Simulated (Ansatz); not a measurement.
Born–Oppenheimer molecular dynamics of C3H9B2N (15 atoms, charge 0, multiplicity 1). It goes on from the last frame of an earlier run, with new velocities.

The calculation used Ansatz, RKS PBE/STO-3G.

```yaml
ensemble: NVT, Nosé–Hoover chain
time_step: 0.5 fs
steps_asked: 250
set_temperature: 1000 K
thermostat: time constant 100 fs, chain length 3 (defaults)
seed: 966751
```

First frame:

```xyz
15
Properties=species:S:1:pos:R:3
C -0.650 -0.263 1.984
N -0.062 -0.070 0.629
B 1.053 -0.701 0.054
C 1.211 -0.308 -1.450
B -0.117 0.539 -1.737
C -0.837 0.712 -0.374
H -0.076 -0.989 2.604
H -1.677 -0.640 1.952
H -0.682 0.718 2.559
H 1.741 -1.345 0.805
H 1.283 -1.150 -2.130
H 2.090 0.343 -1.706
H -0.463 0.928 -2.778
H -0.968 1.825 0.009
H -1.896 0.329 -0.384
```

How far do the bonds stretch over the last three quarters of this one trajectory? (Pairs bonded in most of those frames.)


| bond | mean (Å) | spread (Å) | shortest | longest |
| --- | --- | --- | --- | --- |
| C1–N2 | 1.508 | 0.039 | 1.45 | 1.59 |
| C1–H7 | 1.116 | 0.025 | 1.07 | 1.16 |
| C1–H8 | 1.116 | 0.022 | 1.08 | 1.15 |
| C1–H9 | 1.116 | 0.030 | 1.05 | 1.18 |
| N2–B3 | 1.409 | 0.041 | 1.34 | 1.49 |
| N2–C6 | 1.526 | 0.026 | 1.47 | 1.58 |
| B3–C4 | 1.605 | 0.037 | 1.53 | 1.69 |
| B3–H10 | 1.185 | 0.023 | 1.15 | 1.23 |
| C4–B5 | 1.585 | 0.055 | 1.48 | 1.67 |
| C4–H11 | 1.128 | 0.044 | 1.05 | 1.21 |
| C4–H12 | 1.119 | 0.059 | 1.02 | 1.23 |
| B5–C6 | 1.591 | 0.046 | 1.51 | 1.69 |
| B5–H13 | 1.192 | 0.045 | 1.11 | 1.27 |
| C6–H14 | 1.130 | 0.044 | 1.05 | 1.21 |
| C6–H15 | 1.126 | 0.030 | 1.07 | 1.19 |

Mean temperature of the second half: 714 K. The conserved energy stayed within 0.54 meV per atom of its start (net change 0.39 meV per atom), so the integration is sound. The mean temperature of the second half is 29 % below the set value. A run of 0.12 ps of so small a system gives no equilibrium averages. Limits of this set-up: minimal basis.

Run time: 9.8 min on 1 thread of Arm Neoverse V1, on a shared host, peak memory 0.08 GiB.
